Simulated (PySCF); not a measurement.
Molecule: `InChI=1S/C4H4O2S/c5-7(6)3-1-2-4-7/h1-4H`.

Cartesian coordinates in Å; atom numbers follow the order of the lines, from 1:
```xyz
11

O     2.057    0.262    1.225
S     1.326   -0.117    0.049
O     2.070   -0.626   -1.068
C     0.209    1.201   -0.466
C    -1.036    0.778   -0.308
C    -1.177   -0.581    0.217
C    -0.042   -1.216    0.467
H     0.565    2.143   -0.828
H    -1.920    1.353   -0.533
H    -2.163   -0.991    0.371
H     0.116   -2.203    0.849
```

Frames of a GFN2-xTB Langevin trajectory at 300 K; GIAO PBE0/pcSseg-1 shieldings in PySCF 2.14.0 with density-fitted response routines, gas phase, non-relativistic; equivalent atoms averaged within each frame.

δ = σ(ref) − σ, references computed at the same level: H2O for ¹⁷O (σref 336.08); ³³S (σref 503.73) vs CS2; TMS for ¹³C (σref 186.93) and ¹H (σref 31.72). The references are static minima.

Task: How do the shifts (ppm) fluctuate along the trajectory?

Result: 
```
         time (fs)  O1/O3   S2  C4/C7  C5/C6  H8/H11  H9/H10
optimised geometry  177.5  342  143.1  133.5    6.65    6.66
               250  195.9  367  146.3  133.7    7.63    6.39
               425  193.8  353  142.5  136.1    6.54    6.97
               625  184.4  353  142.6  131.1    6.20    6.33
               800  162.8  332  143.4  137.4    6.41    6.86
              1000  183.1  334  138.9  135.3    5.83    7.22
    mean of frames  184.0  348  142.7  134.7    6.52    6.75
standard deviation   13.1   15    2.6    2.4    0.68    0.38
```

5 frames give an uncertainty of the mean of about the standard deviation over 2.2 at best, since frames this close in time may not be independent; classical motion lacks zero-point vibration, and the reference would need the same averaging.
